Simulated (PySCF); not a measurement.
# Ionisation energy of As¹⁷⁺ by level of theory

As¹⁷⁺ [Ne] 3s2 3p4 (3P) → As¹⁸⁺ [Ne] 3s2 3p3 (4S), as a difference of total energies. Calculation: PySCF 2.14, in an uncontracted even-tempered set (17 s from 1.2 bohr⁻², ratio 2.5; 11 p from 1.6 bohr⁻², ratio 2.5; 5 d from 9.5 bohr⁻², ratio 2.7; 4 f from 14 bohr⁻², ratio 2.7); the non-relativistic Hamiltonian (point nucleus). Correlated levels: outer shells: 1s2 frozen; virtual orbitals above 40 to 60 times the deepest correlated orbital energy dropped. The calculations carry no spin-orbit coupling.

```json
{"method": "UHF", "ionisation energy (eV)": "667.35"}
{"method": "MP2 (outer shells)", "ionisation energy (eV)": "668.30"}
{"method": "SCS-MP2 (outer shells)", "ionisation energy (eV)": "668.32"}
{"method": "CCSD (outer shells)", "ionisation energy (eV)": "668.28"}
{"method": "CCSD(T) (outer shells)", "ionisation energy (eV)": "668.28"}
```

Problem. How much does correlation contribute at CCSD(T) (outer shells)?

Solution. 668.28 − (667.35) = 0.93 eV, measured against UHF.

Spin-orbit coupling is strong in these open shells (close to jj coupling). The scalar numbers leave it out and a first-order estimate fails, so it can dominate the gap to the real levels.

The gap to the reference is mostly relativistic.

For comparison: 672.9 ± 0.9 eV (semi-empirical (NIST evaluation); NIST Atomic Spectra Database, ionization energies).
